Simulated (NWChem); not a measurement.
Molecule: PbH$_{2}$O, singlet; SMILES [OH][PbH]

Low-valent species are run as closed-shell singlets; no triplet was tried in these runs. def2 effective core potentials on Pb; no spin-orbit coupling.

Task: Give the equilibrium geometry at PBE-D3(BJ)/def2-SVP with def2 effective core potentials on Pb (NWChem) as an XYZ file, with the point group.

Result: point group Cs; any orientation.
```
4

Pb     0.0673    -0.1969     0.0000
H     -1.8363    -0.2983     0.0000
O      0.1083     1.9433     0.0000
H     -0.8097     2.2798     0.0000
```
